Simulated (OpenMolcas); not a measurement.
Computed levels of 4d² in ions with 38 electrons, in cm-1 above ³F₂.

| Quantity | Value |
| --- | --- |
| Program | OpenMolcas 26.06 |
| Method | RASSCF |
| Basis | ANO-RCC-VQZP |
| Scalar Hamiltonian | DKH2, point nucleus |
| Spin-orbit coupling | RASSI with atomic mean-field integrals over the reference wave functions, term energies averaged over their components |

Active space for each ion: 8 electrons in 8 orbitals (RAS1 4p, at most 2 holes; RAS2 4d).

```json
{"Level": "³F₃", "Zr2+": "752", "Nb3+": "1125", "Mo4+": "1564", "Ru6+": "2708", "Rh7+": "3445"}
{"Level": "³F₄", "Zr2+": "1661", "Nb3+": "2458", "Mo4+": "3376", "Ru6+": "5703", "Rh7+": "7165"}
{"Level": "¹D₂", "Zr2+": "8749", "Nb3+": "10459", "Mo4+": "12074", "Ru6+": "15209", "Rh7+": "16841"}
{"Level": "³P₀", "Zr2+": "9950", "Nb3+": "11697", "Mo4+": "13304", "Ru6+": "16289", "Rh7+": "17762"}
{"Level": "³P₁", "Zr2+": "10238", "Nb3+": "12143", "Mo4+": "13945", "Ru6+": "17476", "Rh7+": "19325"}
{"Level": "³P₂", "Zr2+": "10917", "Nb3+": "13215", "Mo4+": "15499", "Ru6+": "20318", "Rh7+": "23008"}
{"Level": "¹G₄", "Zr2+": "14522", "Nb3+": "17390", "Mo4+": "20048", "Ru6+": "25167", "Rh7+": "27813"}
{"Level": "¹S₀", "Zr2+": "30540", "Nb3+": "36179", "Mo4+": "41339", "Ru6+": "51039", "Rh7+": "55897"}
```

Problem. Estimate ³F₄, ¹D₂, ³P₀ for Tc5+ from its neighbours Mo4+ and Ru6+.

Solution. ³F₄ is fine structure, which grows about as the fourth power of a screened charge, so the fourth roots are averaged: ((3376^0.25 + 5703^0.25) / 2)^4 = 4426. The calculation gives 4420, so the estimate is off by +0.1 %.
¹D₂ is another term, which grows about linearly with the charge: (12074 + 15209) / 2 = 13642. The calculation gives 13625, so the estimate is off by +0.1 %.
³P₀ is another term, which grows about linearly with the charge: (13304 + 16289) / 2 = 14796. The calculation gives 14809, so the estimate is off by -0.1 %.

Mixed levels, with the weight of the term that names them: Ru6+ ¹D₂ (73 %), Ru6+ ³P₂ (75 %), Rh7+ ¹D₂ (70 %), Rh7+ ³P₂ (72 %).

Without dynamic correlation excited terms often stand tens of per cent too high (terms of higher spin than the ground term too low), and those without a measured partner can miss by more than the paired ones. Active for correlation alone: 4p; no level in the range computed is led by a configuration that opens it, so any true level of that kind is missing. Some levels mix across a computed gap that differs much from the measured one, so their mixing is not that of the real levels (holds for Zr2+). Levels of configurations outside the active space are missing.
